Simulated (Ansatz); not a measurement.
Two isomers of C3H7B: A = `B/C=C/C`, B = `B1CCC1`.

Isolated molecules relaxed with PBE0-D4/def2-TZVP in Ansatz; ΔE leaves out vibrations. CCSD(T)/CBS adds triple-zeta CCSD(T) − MP2 to the extrapolated MP2 energy (def2 sets, frozen cores). Functionals use def2-TZVPP. B3LYP here is the variant with VWN-RPA as its local correlation; programs differ in this.

(1) Which isomer does CCSD(T)/CBS put lower? Give the gap. (An estimate is asked.)

(2) Give E(B) − E(A) in kcal/mol with CCSD(T)/def2-SVP, MP2/def2-TZVPP, B3LYP-D4, CCSD(T)/def2-TZVPP, HF/def2-TZVPP, B3LYP, BLYP-D4. (Best estimate.)

(3) Does the order hold for the free energy at 298.15 K (harmonic terms from PBE0-D4)? (Best estimate.)

Largest T1 diagnostic: 0.011.

Results:

(1) Computed: A, by 3.6 kcal/mol.

(2) Computed: CCSD(T)/def2-SVP 4.4, MP2/def2-TZVPP 1.3, B3LYP-D4 8.0, CCSD(T)/def2-TZVPP 3.9, HF/def2-TZVPP 13.4, B3LYP 8.6, BLYP-D4 9.8. None reverses the order clearly.

(3) Ansatz gave: Yes: G(B) − G(A) = +6.3 kcal/mol.

In def2-TZVPP, CCSD(T) changes the Hartree–Fock value by −9.5 kcal/mol (the triples alone add −0.4 kcal/mol) and MP2 by −12.1 kcal/mol. Leaving LDA and LC-ωPBE aside and taking each functional with its dispersion term where it has one, the values, not all of them listed here, spread over 10.1 kcal/mol, from PBE-QIDH to BLYP-D4. LDA lies −6.2 kcal/mol from PBE without D4.
